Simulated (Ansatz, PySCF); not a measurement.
CH5ClFNSi, SMILES NC[Si@H](F)Cl. Atoms are numbered in the order given.

```xyz
10

N     -2.5158     0.1568     0.8030
C     -1.4676    -0.6026     0.1092
Si     0.2390     0.1373     0.3452
F      0.1615     1.6824    -0.1659
Cl     1.6829    -0.8350    -0.7752
H     -2.3575     0.1707     1.8109
H     -2.5215     1.1290     0.4937
H     -1.6973    -0.6483    -0.9698
H     -1.4785    -1.6517     0.4529
H      0.6650     0.1793     1.7655
```
Charge 0, spin multiplicity 1.

Geometry optimised at B3LYP-D3(BJ)/def2-SVP. The structure was generated by enumeration; whether it is a known compound was not checked. Other conformers were not sampled.

Two levels are set side by side: PBE-D3(BJ)/def2-SVP (Ansatz, an electronic-structure program) and B3LYP-D3(BJ)/def2-SVP (Ansatz). Each level has its own optimised geometry; the coordinates shown are those of the second. Frequencies come from the Hessian of PySCF at each geometry. Differences are taken from unrounded values.

```
quantity                            B3LYP-D3(BJ)
----------------------------------  ------------
mean bond length (Å)                       1.419
bond N1–C2 (Å)                             1.469
bond C2–Si3 (Å)                            1.875
bond Si3–F4 (Å)                            1.629
bond Si3–Cl5 (Å)                           2.070
bond N1–H6 (Å)                             1.020
bond N1–H7 (Å)                             1.020
bond C2–H8 (Å)                             1.104
bond C2–H9 (Å)                             1.104
bond Si3–H10 (Å)                           1.483
highest harmonic wavenumber (cm⁻¹)          3572
mean harmonic wavenumber (cm⁻¹)             1248
zero-point energy (kcal/mol)               42.81
```

Question: What does PBE-D3(BJ) give, and how far is it from B3LYP-D3(BJ)? (Estimate from the structure and the level; the computed values follow.)

Answer: 
| quantity | PBE-D3(BJ) | PBE-D3(BJ) minus B3LYP-D3(BJ) |
|---|---|---|
| mean bond length (Å) | 1.428 | 0.009 |
| bond N1–C2 (Å) | 1.470 | 0.002 |
| bond C2–Si3 (Å) | 1.884 | 0.009 |
| bond Si3–F4 (Å) | 1.642 | 0.013 |
| bond Si3–Cl5 (Å) | 2.077 | 0.007 |
| bond N1–H6 (Å) | 1.029 | 0.008 |
| bond N1–H7 (Å) | 1.029 | 0.008 |
| bond C2–H8 (Å) | 1.112 | 0.008 |
| bond C2–H9 (Å) | 1.112 | 0.008 |
| bond Si3–H10 (Å) | 1.499 | 0.016 |
| highest harmonic wavenumber (cm⁻¹) | 3490 | -82 |
| mean harmonic wavenumber (cm⁻¹) | 1215 | -33 |
| zero-point energy (kcal/mol) | 41.67 | -1.14 |

GGA bonds tend to be longer and softer than those of functionals with exact exchange. Differences between two approximate levels are no errors against the true value.
